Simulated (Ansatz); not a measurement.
Computed with Ansatz on PBE0-D4/def2-TZVP structures; ΔE is electronic, products minus reactants. CCSD(T)/CBS adds triple-zeta CCSD(T) − MP2 to the extrapolated MP2 energy (def2 sets, frozen cores). This one scheme is used for every species. Functionals use def2-TZVPP. For Br outer-core shells are correlated without core-valence functions, which leaves a few kJ/mol of doubt a bond. Scalar relativity is left out up to krypton. One conformer a species, not always the lowest.

Consider the ligand exchange at the Si–C bond: `[SiH3]/C=C/Br` + `O[Si]S` → `[SiH3]O[Si]S` + `C=CBr`.

CCSD(T)/CBS gives -94.8 kJ/mol.

Another level gave -95.4 kJ/mol. Which?
A. HF/def2-TZVPP
B. PBE0-D4/def2-TZVPP
C. SCS-MP2/def2-TZVPP
D. CCSD(T)/def2-TZVPP

D. CCSD(T)/def2-TZVPP -95.4, PBE0-D4 -85.9, HF/def2-TZVPP -115.0, SCS-MP2/def2-TZVPP -99.8 kJ/mol.

Largest T1 diagnostic among the species: 0.015.

From PBE to PBE0 (25 % exact exchange), in def2-TZVPP and without D4, ΔE moves by −6.5 kJ/mol. In def2-TZVPP, CCSD(T) changes the Hartree–Fock value by +19.6 kJ/mol (the triples alone add +3.2 kJ/mol) and MP2 by +19.8 kJ/mol.
